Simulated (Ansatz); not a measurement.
Ideal-gas functions of BH₅OSiZn (`OB[SiH2][ZnH]`) at 400 K and 1 bar, from an Ansatz frequency run at PBE0-D4/def2-TZVP.

Molar mass 125.33 g/mol, point group C1 (symmetry number 1), electronic degeneracy 1, moments of inertia 65.69, 360.126, 403.236 u Å². Harmonic wavenumbers (cm⁻¹, unscaled): 49, 108, 235, 314, 341, 398, 464, 546, 572, 658, 680, 874, 927, 990, 1178, 1349, 1842, 2179, 2187, 2534, 3854.

Use S(trans) = R[1.5 ln M + 2.5 ln T − 1.1517]; rotational temperatures θ = 24.2544 K / I; S(rot) = R[ln(√π/σ · √(T³/θAθBθC)) + 1.5]; for each mode x = 1.438777 ν̃/T, S = R[x/(eˣ − 1) − ln(1 − e⁻ˣ)] and H = RT x/(eˣ − 1); 1 cm⁻¹ = 0.0119627 kJ/mol; R = 8.31446 J/(mol·K).

Q: By hand: the entropy, in J/(mol·K).

A: Translation 175.2. Rotation: θ = 0.3692, 0.0673, 0.0601 K, giving 119.0. Vibration, mode by mode: 22.76, 16.23, 9.96, 7.73, 7.12, 6.01, 4.96, 3.92, 3.64, 2.86, 2.68, 1.54, 1.33, 1.11, 0.64, 0.38, 0.08, 0.03, 0.03, 0.01, 0.00, in all 93.0. Electronic 0.0. Sum 387.2 J/(mol·K).

Q: By hand: H − E and G − E in kJ/mol, counted from the electronic energy.

A: Zero-point energy ½ × 22279 × 0.0119627 = 133.3; thermal vibration 19.4; translation, rotation and pV give 4 RT = 13.3. H − E = 166.0 kJ/mol, and G − E = 166.0 − 400 × 387.2/1000 = 11.1 kJ/mol.

Vibration gives 24 % of the entropy, 39.0 J/(mol·K) of it from the modes under 150 cm⁻¹: soft modes count most, and the harmonic formula is weakest for them. The sum counts one conformer and one mirror image; others add a mixing term.
